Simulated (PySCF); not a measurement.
Field gradients at the hydrogen positions

Compound: C8H9P.
Z-matrix (Å and degrees, PBE0-D3(BJ)/def2-SVP geometry), rows numbered from 1:
```
C 
C   1  1.3400
C   2  1.4691  1  127.58
C   3  1.4013  2  121.90  1     3.31
C   4  1.3884  3  124.86  2  -179.72
C   5  1.4041  4  124.23  3    -0.12
C   6  1.5035  5  119.39  4  -178.27
C   6  1.3948  5  120.39  4     0.22
P   8  1.7324  6  126.79  5    -0.32
H   1  1.0922  2  120.60  3  -179.99
H   1  1.0935  2  122.80  3     0.20
H   2  1.0969  1  117.78  3  -179.70
H   4  1.0947  3  118.16  2     0.38
H   5  1.0939  4  117.81  3   179.93
H   7  1.1030  6  110.51  5    90.35
H   7  1.0996  6  111.65  5   -29.01
H   7  1.0992  6  111.49  5  -150.40
H   8  1.0964  6  117.54  5   179.78
```

Level: PBE0/pcSseg-1 (PySCF, non-relativistic); Q(2H) = 0.00286 b; rigid geometry, the same for H and D, with no vibrational averaging.

Question: Rank these positions by the coupling χzz of a deuteron there, largest first.
A. H16 (methyl hydrogen)
B. H13 (aromatic hydrogen)
C. H10 (vinylic hydrogen)

Answer: C (207 kHz), B (200 kHz), A (196 kHz).

Question: Give the electric field gradient Vzz (the principal value of largest size), its asymmetry and the 2H coupling at each hydrogen.

Answer: 
| atom | bonded to | bond length (Å) | Vzz (au) | η | χzz (kHz) |
| --- | --- | --- | --- | --- | --- |
| H10 | C1 | 1.092 | 0.3083 | 0.06 | 207 |
| H11 | C1 | 1.093 | 0.3069 | 0.06 | 206 |
| H12 | C2 | 1.097 | 0.2922 | 0.09 | 196 |
| H13 | C4 | 1.095 | 0.2983 | 0.08 | 200 |
| H14 | C5 | 1.094 | 0.2993 | 0.08 | 201 |
| H15 | C7 | 1.103 | 0.2876 | 0.02 | 193 |
| H16 | C7 | 1.100 | 0.2920 | 0.04 | 196 |
| H17 | C7 | 1.099 | 0.2926 | 0.04 | 197 |
| H18 | C8 | 1.096 | 0.2989 | 0.08 | 201 |

Question: How does χzz go with the bond length over the 9 C–H bonds?

Answer: A straight-line fit has a slope of -12.3 kHz for each 0.01 Å, with a correlation coefficient of -0.91, over lengths from 1.092 to 1.103 Å. The longer bonds have the smaller couplings here.

Question: Give the 2H NMR doublet splittings at H17 for a magnetic field along the z, y and x axes of the gradient: 3χ/2, 3χ(1 + η)/4, 3χ(1 − η)/4.

Answer: With |χ| = 196.6 kHz and η = 0.036: 295, 153 and 142 kHz, to first order and without motion.

The structure is a single PBE0-D3(BJ)/def2-SVP conformer in the gas phase; no vibrational or solvent corrections. These gradients aren't converged with respect to the basis.

The run behind these numbers computed NMR shieldings as well. Time: 59 s; peak memory 0.92 GiB. Hardware: one thread, Arm Neoverse N1 (aarch64), shared host with 64 logical CPUs at a one-minute load of 28.
